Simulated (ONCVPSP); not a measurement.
Before and after: ONCV potential for Ti (Z = 22)

```json
{
 "Element": "titanium (Ti)",
 "Generator": "ONCVPSP 4.0.1",
 "Type": "optimised norm-conserving Vanderbilt (ONCV)",
 "Functional": "revPBE",
 "Relativity": "scalar-relativistic",
 "Frozen core": "[Ne]",
 "Valence charge": "12",
 "Reference configuration": "3s2 3p6 3d2 (charge +2)",
 "Partial waves": "3s: rc 1.00 bohr, ncon 4, nbas 7, qcut 7.4 1/bohr, 2 projectors, debl 0.6 Ha; 3p: rc 1.65 bohr, ncon 3, nbas 7, qcut 7.3 1/bohr, 3 projectors, debl 0.8 Ha; 3d: rc 1.65 bohr, ncon 4, nbas 9, qcut 8.6 1/bohr, 1 projector",
 "Local potential": "polynomial inside 0.75 bohr (lpopt 5, dvloc0 0 Ha)",
 "Core correction": "Teter function fitted to the true core (icmod 2), fcfact 0.25"
}
```

In the s channel the program set the typed energies aside and used -2.887, 0.250 Ha. In the p channel the program set the typed energies aside and used -2.011, 0.250, 1.050 Ha.

Change: all radii but the core radius scaled by about 1.25 (s 1.24, p 2.06, d 2.06 bohr); local potential polynomial inside 0.94 bohr (lpopt 5, dvloc0 0 Ha). In the s channel the program set the typed energies aside and used -2.887, 0.250 Ha. In the p channel the program set the typed energies aside and used -2.011, 0.050, 0.850 Ha.

Cutoffs: the cutoffs (Ha) at which the residual kinetic energy of the hardest occupied pseudo-wave falls to 1 and 0.1 mHa per electron; they do not see the model core or the augmentation charge, which bear on the density cutoff. Errors are all-electron minus pseudo energies relative to the spin-unpolarised reference configuration.

Q: Predict the effect on cutoff, ghosts and configuration errors.

A: The potential gets softer (87 Ha and 118 Ha → 27 Ha and 71 Ha); of the 4 tests that both files solve, the error grows in 2 and shrinks in 2 by more than 15 % and 0.3 meV (median size 27.3 → 52.3 meV); neither file shows a bound ghost. A larger radius leaves more room for a smooth pseudo-wave, so fewer plane waves are needed.

```csv
quantity,base,changed
"cutoff, loose",87 Ha,27 Ha
"cutoff, tight",118 Ha,71 Ha
loose cutoff by channel,"s 87 Ha, p 19 Ha, d 30 Ha","s 27 Ha, p 17 Ha, d 25 Ha"
bound ghosts,none,none
GHOST(+) flags under 300 eV,none,none
"error for 3s2 3p6 3d2 4s2, meV [ΔE -20.71 eV]",+2.4,+1.2
"error for 3s2 3p6 3d2 4s1, meV [ΔE -13.43 eV]",+1.0,+0.1
"error for 3s2 3p6 3d1, meV [ΔE 26.86 eV]",+52,+103
"error for 3s1 3p6 3d2 4s2, meV [ΔE 49.00 eV]",-53,-133
"rms error of d²Exc/dni dnj with the model core, mHa",1.35,1.05
```
